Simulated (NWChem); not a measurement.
## Correlation energy of silanone (H₂OSi)

```
Si
O 1 1.5320
H 1 1.4919 2 124.10
H 1 1.4919 3 111.80 2 180.00
```
Charge 0, spin multiplicity 1.

Program: NWChem. All single points use one geometry, from PBE0/def2-SVP, a minimum by its harmonic frequencies.

Basis set: cc-pVDZ. Each correlation energy counts from its own Hartree-Fock reference.

| method | correlation energy (mHa) | difference from CCSD(T) |
|---|---|---|
| RI-MP2 | -291.9 | +23.9 |
| MP2 | -291.9 | +23.9 |
| SCS-MP2 | -289.5 | +26.3 |
| CR-CCSD[T] | -315.5 | +0.3 |
| CR-CCSD(T) | -313.9 | +1.9 |
| CCSD | -305.8 | +10.0 |
| CCSD+T(CCSD) | -318.0 | -2.1 |
| CCSD(T) | -315.8 | 0.0 |

The values span 28.4 mHa, from CCSD+T(CCSD) (lowest) to SCS-MP2 (highest). 

The correlated methods keep 6 core orbitals frozen. No row is a measurement; the coupled-cluster row has its own basis-set and correlation limits.
